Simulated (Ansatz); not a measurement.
The same atomization along the group B, Al, Ga, In.

Computed with Ansatz on PBE0-D4/def2-TZVP structures; ΔE is electronic, products minus reactants. CCSD(T)/CBS is the MP2 limit (def2-TZVPP, def2-QZVPP) plus CCSD(T) − MP2 in def2-TZVPP, frozen cores. Small cases extrapolate CCSD(T) itself. DFT in def2-TZVPP. Open shells (•) are unrestricted, without spin–orbit coupling. Spin–orbit coupling would lower the free atoms: a little for Al, B, C; clearly for Ga; strongly for In. def2 core potentials past Kr. For Ga, In outer-core shells are correlated without core-valence functions, so the limit isn't a true one: a few kJ/mol of doubt a bond, and 10 to 20 or more in all where bonds break to atoms. Scalar relativity is left out up to krypton.

```
                       reaction  r2SCAN-D4 (kcal/mol)  CCSD(T)/CBS(def2) (kcal/mol)
          `BC` → C• + 5 H• + B•                 591.9                         586.8
`[CH3][AlH2]` → C• + 5 H• + Al•                 518.9                         518.9
`[CH3][GaH2]` → C• + 5 H• + Ga•                 502.3                         503.1
`[CH3][InH2]` → C• + 5 H• + In•                 474.6                         476.7
```

Largest T1 diagnostic: 0.018, for Al•.

Extrapolated directly: `BC` → C• + 5 H• + B•; `[CH3][AlH2]` → C• + 5 H• + Al•.

For atomizations the MP2-based limit and the directly extrapolated one differ by several kJ/mol either way, and by 10 to 25 for some Ge, Se and Sn compounds, so smaller differences from it don't rank the levels.
